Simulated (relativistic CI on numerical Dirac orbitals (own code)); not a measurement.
**Sc2+ in a cubic cluster: 3s photoemission with charge transfer**

Computed with a charge-transfer multiplet model of a cubic metal-ligand cluster with up to 2 ligand holes, Slater and spin-orbit integrals from Dirac-Coulomb-Breit ions, Slater integrals scaled by 0.8. The ground state mixes d1 with configurations of k ligand holes L, whose averages lie at kΔ + k(k − 1)U_dd/2; a core hole lowers each added d electron by U_cd. 20 K, Lorentzian 1.4 eV and Gaussian 0.8 eV FWHM.

Atomic integrals in eV (Slater integrals scaled, ζ unscaled), ground: F2dd 4.710, F4dd 2.885, zeta_d 0.008; with the core hole: F2dd 4.710, F4dd 2.885, zeta_d 0.013, G2cd 7.380. Where a configuration has fewer than two d electrons, the dd integrals are those of d2.

Cluster parameters (eV): Δ = 5.3, U_dd = 4.4, 10Dq = 0.8, 10Dq(ligand) = 1.5, V(eg) = 2.15, V(t2g) = -1.16, final-state hopping factor = 1.

```csv
Case,n_d,d1,d2L,d3L2,S
U_cd = 3.7 eV,1.45,0.60,0.36,0.05,0.50
U_cd = 4.3 eV,1.45,0.60,0.36,0.05,0.50
U_cd = 5.5 eV,1.45,0.60,0.36,0.05,0.50
U_cd = 6.7 eV,1.45,0.60,0.36,0.05,0.50
U_cd = 7.3 eV,1.45,0.60,0.36,0.05,0.50
```

Weights, n_d and S are thermal averages at 20 K. Binding energies count from the first peak over 30 % of the highest in each spectrum, which can be another peak from case to case. The parameters are a model scan and need not match a compound or its usual spin state. Peaks in eV (height, largest 100):
- U_cd = 3.7 eV: 0.0 (100), 2.8 (39), 7.8 (9)
- U_cd = 4.3 eV: 0.0 (100), 2.9 (39), 7.8 (10)
- U_cd = 5.5 eV: 0.0 (100), 2.8 (39), 7.5 (12), 9.3 (14), 11.8 (8)
- U_cd = 6.7 eV: 0.0 (100), 2.9 (40), 6.9 (14), 9.7 (22), 12.3 (11)
- U_cd = 7.3 eV: 0.0 (100), 2.8 (40), 6.6 (15), 9.8 (27), 12.4 (13)

For the case U_cd = 5.5 eV, Δ = 5.3 eV is larger than U_dd = 4.4 eV, the Mott-Hubbard side of the Zaanen-Sawatzky-Allen scheme. With the core hole the configuration with one ligand hole lies at Δ − U_cd = 1.6, 1.0, -0.2, -1.4, -2.0 eV from the one without, in the order of the table; where this is negative the screened configuration lies lower, though the effective hopping of about 4.8 eV (from the holes of the mixed ground state) mixes the two strongly wherever it is as large as the gap.

Without intra-shell correlation the exchange splitting of the 3s hole comes out too large.
